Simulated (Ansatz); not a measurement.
One change: `FC[SiH](F)[SiH3]` becomes `FC[SiH]([SiH3])Cl`.

Ansatz, PBE0-D4/def2-TZVP geometries, multiplicity 1. Each molecule was computed in one conformer, which needn't be the lowest.

```json
{"property": "HOMO energy (PBE0/def2-TZVPP) / eV", "`FC[SiH](F)[SiH3]`": "-8.26"}
{"property": "HOMO energy (ωB97M-V/def2-TZVPP) / eV", "`FC[SiH](F)[SiH3]`": "-10.34"}
{"property": "size of the dipole moment (B3LYP/def2-TZVPP) / D", "`FC[SiH](F)[SiH3]`": "0.32"}
{"property": "LUMO energy (B3LYP/def2-TZVPP) / eV", "`FC[SiH](F)[SiH3]`": "-0.91"}
{"property": "size of the dipole moment (PBE/def2-TZVPP) / D", "`FC[SiH](F)[SiH3]`": "0.33"}
{"property": "HOMO energy (B3LYP/def2-TZVPP) / eV", "`FC[SiH](F)[SiH3]`": "-8.07"}
```

**Question.** Give the same properties after the change, and the shifts. (Estimate.)

**Answer.** The calculation gave: 
| property | `FC[SiH]([SiH3])Cl` | shift |
| --- | --- | --- |
| HOMO energy (PBE0/def2-TZVPP) / eV | -8.17 | 0.09 |
| HOMO energy (ωB97M-V/def2-TZVPP) / eV | -10.23 | 0.11 |
| size of the dipole moment (B3LYP/def2-TZVPP) / D | 0.19 | -0.13 |
| LUMO energy (B3LYP/def2-TZVPP) / eV | -0.82 | 0.09 |
| size of the dipole moment (PBE/def2-TZVPP) / D | 0.20 | -0.13 |
| HOMO energy (B3LYP/def2-TZVPP) / eV | -7.97 | 0.10 |

Dipoles are sizes alone; their direction can turn.

Positive LUMOs are unbound, so they and the gaps depend on the basis.

B3LYP here is the variant with VWN-RPA as its local correlation; programs differ in this.
